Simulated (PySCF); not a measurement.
Species: C4H9O4P.
Bonds: C1–C2, C2–O3, O3–P4, P4–O5 (double), P4–O6, O6–C7, C7–C8, C8–O9, P4–O9. Hydrogens: H10, H11, H12 on C1; H13, H14 on C2; H15, H16 on C7; H17, H18 on C8.

NICS = −σ at a ghost point: NICS(0) at the centroid of the ring atoms, NICS(1) 1 Å to either side along the normal of their mean plane, zz for the tensor component along that normal. Level: GIAO PBE0/pcSseg-1 (PySCF, non-relativistic, gas phase) on the GFN2-xTB geometry, one conformer.

Ring bond lengths (Å), with Mayer bond orders in brackets: P4–O6 1.623 (0.95), O6–C7 1.409 (0.89), C7–C8 1.547 (1.03), C8–O9 1.410 (0.88), O9–P4 1.605 (1.00).

Task: Give the NICS values of each ring in ppm.

Result: 
```
          ring                                                     type  NICS(0)  NICS(1), two faces  NICS(1)zz, two faces  rms pucker (Å)  centre to ring atoms, mean (Å)
P4–O6–C7–C8–O9  5-membered ring with 2 O and P; formal bonds all single     -8.4         -3.0 / -2.9           -5.2 / -4.1            0.13                            1.28
```

Task: What do they say, and how far can they be read as aromaticity?

Result: 
- P4–O6–C7–C8–O9: mean NICS(1)zz -4.7 ppm, shielded. P4, C7, C8 have four or more neighbours; no verdict on aromaticity is drawn. NICS(0) lies 6 ppm below the mean NICS(1).

Task: Give the inner angles of the rings and the Hirshfeld charges of the ring atoms.

Result: 
- P4–O6–C7–C8–O9: P4 96.1° (+0.551 e), O6 111.7° (-0.178 e), C7 107.2° (+0.009 e), C8 106.6° (+0.008 e), O9 109.6° (-0.172 e); sum 531.3° against 540° for a flat convex ring.

Task: How shielded are the nuclei of the rings and their hydrogens (means over atoms taken as equivalent)?

Result: 
```csv
atoms,environment,σ isotropic (ppm)
P4,phosphoryl phosphorus,300.4
O6 (×2),oxygen bonded to C and P,246.4
C7 (×2),sp3 carbon bound to oxygen,122.1
H15 (×2),methylene hydrogen,27.36
H16 (×2),methylene hydrogen,27.48
```

The run took about 1.7 min of CPU time (one thread, shared machine). This is the whole shielding run at PBE0/pcSseg-1, SCF included.
